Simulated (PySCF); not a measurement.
Job file and geometry (Å, from GFN2-xTB) of an NMR shielding run on SMILES C(#CCC=C)[C@@H]1CC[B@@H-]1[NH3+], C₈H₁₄BN, PySCF, GIAO PBE0/pcSseg-1 NMR shielding, non-relativistic, gas phase; density fitting, a coarse starting grid and PySCF grid level 2 are the driver's defaults:

```
$ OMP_NUM_THREADS=1 python probes_run.py task.json out

{"job": {"kind": "nmr", "xc": "PBE0", "basis": "pcSseg-1"}, "charge": 0, "multiplicity": 1}
C      3.004605     1.202081     0.160798
C      3.349801     0.012937    -0.296692
C      2.534514    -1.242097    -0.156659
C      1.187607    -1.007333     0.336936
C      0.091377    -0.869892     0.821285
C     -1.252273    -0.512478     1.167664
C     -2.332574    -1.280754     0.366219
C     -2.948935    -0.010905    -0.249309
B     -1.801574     0.892911     0.472209
N     -0.695712     1.369491    -0.632134
H      2.083878     1.352080     0.701854
H      3.638693     2.064305     0.040593
H      4.292157    -0.121076    -0.813427
H      2.479751    -1.739100    -1.134004
H      3.063683    -1.926218     0.519227
H     -1.392754    -0.603254     2.245131
H     -1.902940    -1.959811    -0.372693
H     -3.014394    -1.852431     0.995358
H     -2.972241    -0.037627    -1.342271
H     -3.973680     0.150410     0.082396
H     -2.082409     1.819500     1.155663
H     -0.304625     2.278791    -0.412721
H      0.046426     0.654648    -0.589477
H     -1.110116     1.385586    -1.557993
```

Question: What does the program print?

Answer: 
```
coarse grid: 19520 points
cycle   1  E = -392.1023501296  dE =  1.370e+00  |g| = 5.839e-01  |ddm| = 4.628e+00
cycle   2  E = -392.0800267932  dE =  2.232e-02  |g| = 6.687e-01  |ddm| = 1.671e+00
cycle   3  E = -392.1960922257  dE = -1.161e-01  |g| = 1.647e-01  |ddm| = 9.269e-01
cycle   4  E = -392.2017321763  dE = -5.640e-03  |g| = 7.061e-02  |ddm| = 1.866e-01
cycle   5  E = -392.2028811029  dE = -1.149e-03  |g| = 1.784e-02  |ddm| = 7.394e-02
cycle   6  E = -392.2029541676  dE = -7.306e-05  |g| = 4.608e-03  |ddm| = 2.442e-02
cycle   7  E = -392.2029593487  dE = -5.181e-06  |g| = 1.122e-03  |ddm| = 7.282e-03
final grid: 187072 points
cycle   8  E = -392.2591732298  dE = -7.781e-05  |g| = 1.081e-02  |ddm| = 6.318e-02
cycle   9  E = -392.2591570671  dE =  1.616e-05  |g| = 1.374e-02  |ddm| = 2.477e-02
cycle  10  E = -392.2592025985  dE = -4.553e-05  |g| = 2.000e-03  |ddm| = 1.324e-02
cycle  11  E = -392.2592035064  dE = -9.079e-07  |g| = 6.473e-04  |ddm| = 2.202e-03
cycle  12  E = -392.2592035974  dE = -9.099e-08  |g| = 2.195e-04  |ddm| = 7.713e-04
cycle  13  E = -392.2592036088  dE = -1.136e-08  |g| = 6.288e-05  |ddm| = 3.208e-04
cycle  14  E = -392.2592036097  dE = -9.164e-10  |g| = 2.273e-05  |ddm| = 8.586e-05
converged SCF energy = -392.2592036097

GIAO shielding tensors (ppm)
atom      isotropic    diamagn.    paramagn.     s11        s22        s33       span
  0 C       66.058     257.396    -191.338    -48.169     75.929    170.414    218.583
  1 C       41.060     257.234    -216.173    -81.829     45.295    159.715    241.544
  2 C      159.597     251.000     -91.403    149.525    154.025    175.242     25.717
  3 C      101.233     272.233    -171.000     24.344     36.482    242.873    218.530
  4 C       78.420     261.250    -182.830    -20.164      0.851    254.572    274.736
  5 C      173.570     254.914     -81.344    155.535    172.079    193.097     37.562
  6 C      157.680     250.791     -93.111    139.542    152.899    180.598     41.056
  7 C      175.062     254.531     -79.470    160.528    176.638    188.019     27.492
  8 B      119.252     184.449     -65.197    110.375    122.057    125.325     14.950
  9 N      213.422     319.372    -105.949    194.031    215.173    231.062     37.031
 10 H       26.020      34.903      -8.883     22.788     25.966     29.306      6.518
 11 H       26.205      28.042      -1.837     23.963     25.746     28.905      4.942
 12 H       25.424      27.946      -2.522     23.652     25.396     27.225      3.573
 13 H       28.418      31.100      -2.682     23.042     27.818     34.394     11.352
 14 H       28.242      28.179       0.062     22.732     27.040     34.952     12.220
 15 H       29.576      31.475      -1.899     24.237     28.884     35.608     11.371
 16 H       29.889      31.845      -1.956     25.928     29.191     34.547      8.618
 17 H       29.196      30.791      -1.596     24.780     27.383     35.425     10.645
 18 H       31.842      31.952      -0.110     28.496     29.596     37.433      8.937
 19 H       30.556      30.788      -0.232     26.481     28.446     36.743     10.262
 20 H       29.090      30.408      -1.318     25.577     29.287     32.406      6.828
 21 H       28.718      30.950      -2.233     22.370     24.268     39.514     17.144
 22 H       25.046      33.165      -8.119     16.919     19.583     38.637     21.718
 23 H       29.409      31.274      -1.866     23.494     26.019     38.713     15.220
```

Size and cost of the density-fitted run: 240 basis functions, 90 s wall time on 1 thread of an Arm Neoverse N1, shared host; peak memory 1.1 GiB.
